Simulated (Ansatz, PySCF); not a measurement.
PySCF was given this input:
```python
from pyscf import gto, scf, cc

mol = gto.M(
    atom='''
S    -0.000000   -0.000000   -0.950021
S     0.000000    0.000000    0.950021
''',
    basis='def2-svp',
    charge=0,
    spin=2,
    verbose=4,
)

mf = scf.UHF(mol)
mf.kernel()

mycc = cc.CCSD(mf, frozen=10)
mycc.kernel()
et = mycc.ccsd_t()
print('E(CCSD(T)) = %.10f' % (mycc.e_tot + et))
```

### Question
Write the same job for Ansatz (a first-principles code).

### Answer
One answer among several that fit: 
Ansatz 0.2 input:
```yaml
crystal:
  periodic: [false, false, false]
  atoms:
    - {symbol: S, position_ang: [-0.00000000, -0.00000000, -0.95002097]}
    - {symbol: S, position_ang: [0.00000000, 0.00000000, 0.95002097]}
basis:
  gaussian:
    orbitals: def2-SVP
magnetization: {spin_polarized: true, initial_magnetization: 2}
correlation: {method: ccsd_t, electrons: outside_noble_gas}
accuracy: high
```

Both were run: PySCF gave -795.068021 Eh and Ansatz -795.068021 Eh, 0.000 mEh apart.
